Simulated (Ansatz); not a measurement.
The cluster NbO₄H₃. Charge 0, multiplicity 3. Geometry PBE-D4/def2-SVP, that of the neutral singlet; atoms count from 1.

```xyz
8

Nb   -0.360    0.234   -0.512
O    -1.587   -0.211   -1.621
O    -1.078    0.267    1.252
O     1.101   -1.051   -0.783
O     1.915   -0.311    0.202
H     0.051    1.908   -1.008
H    -2.002    0.126    1.529
H     1.961   -0.960    0.940
```

In the def2 sets Nb takes a core potential; there is no spin–orbit coupling. The structure holds one bond between oxygen atoms, so isomers without such links may lie far lower. At PBE0-D4/def2-TZVP a singlet of charge 0 lies 4.30 eV below the triplet at the same geometry. The structure comes from a short search, and lower isomers may exist.

Estimate the Mulliken populations from the PBE0/def2-TZVP orbitals of Ansatz.


```
atom  charge (e)  spin (α − β)  d electrons
 Nb1        1.33          0.11         2.85
  O2       -0.54          0.08            –
  O3       -0.72          0.01            –
  O4       -0.39          0.94            –
  O5       -0.28          0.85            –
  H6       -0.10          0.01            –
  H7        0.36          0.00            –
  H8        0.34          0.01            –
```
Mulliken values and Mayer orders depend strongly on the basis.

Where does the spin sit?

Summed by element: Nb 0.11, O 1.87, H 0.02, of 2 unpaired in all. Largest on single atoms: O4 0.94, O5 0.85, Nb1 0.11.

And the Mayer bond orders between bonded heavy atoms (over 0.3)?

Nb1–O2 2.08 (1.71 Å); Nb1–O3 0.98 (1.90 Å); Nb1–O4 0.84 (1.96 Å); O4–O5 0.67 (1.48 Å).
